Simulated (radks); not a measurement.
Task: Species: the rubidium ion Rb24+. Configuration: [Ne] 3s2 3p1 (the NIST ground configuration). Method: scalar-relativistic Kohn-Sham, exchange-only LDA, spin-polarised, spherical densities, point nucleus; open shells are filled with parallel spins first (spin-orbit coupling, left out, can overturn this in heavy ions); computed with a radial shooting solver on a logarithmic mesh with Libxc functionals. Some entries of the table are withheld. Estimate them.

orbital  occ.  eigenvalue (Ry)  r(max) (bohr)  <r^2> (bohr^2)
1s up       1        -1185.415        0.02632        0.002191
1s down     1        -1185.297        0.02632        0.002191
2s up       1        -225.9757         0.1488         0.03622
2s down     1        -225.8517         0.1488         0.03618
2p up       3        -210.1580         0.1186         0.02835
2p down     3        -210.0154         0.1187         0.02832
3s up       1        -85.76568         0.4098          0.2149
3s down     1        -85.27568         0.4098          0.2154
3p up       1        -80.74501         0.3952             (1)
3p down     0        -80.25616         0.3951             (2)

Result: 
(1) 3p up <r^2> (bohr^2): 0.2058
(2) 3p down <r^2> (bohr^2): 0.2063
